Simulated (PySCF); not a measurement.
Compound: C₈H₁₅ClO.
SMILES: `COC[C@@H]1CCCC[C@H]1Cl`

The closed-shell ground state was solved at several levels (PySCF, density fitting, gas phase, non-relativistic). One conformer (not necessarily the lowest) at the PBE0-D3(BJ)/def2-SVP geometry, without solvent, vibrations or thermal averaging.

| level | basis functions | total energy (Eh) | HOMO (eV) | LUMO (eV) | gap (eV) | dipole (D) |
| --- | --- | --- | --- | --- | --- | --- |
| B3LYP/def2-SVPD | 330 | -848.9324 | -7.27 | 0.23 | 7.50 | 2.03 |
| KT2/pcSseg-1 | 252 | -859.2607 | -6.01 | -0.26 | 5.75 | 1.95 |

Problem. What might PBE0/pcSseg-1 (252 basis functions) give for the same quantities?

Solution. Total energy -848.6333 Eh, HOMO -7.41 eV, LUMO 0.87 eV, gap 8.28 eV, dipole 2.01 D.

Problem. Over all these levels, which gives the widest orbital gap and which the narrowest?

Solution. PBE0/pcSseg-1 (global hybrid, 25 % exact exchange) has the widest, 8.28 eV, and KT2/pcSseg-1 (GGA) the narrowest, 5.75 eV. The two share the basis. From the narrowest to the widest the HOMO moves by -1.40 eV and the LUMO by +1.13 eV.

Problem. How far do the dipole and the HOMO energy spread over the levels?

Solution. The dipole runs from 1.95 to 2.03 D (mean 2.00 D) and the HOMO from -7.41 to -6.01 eV.
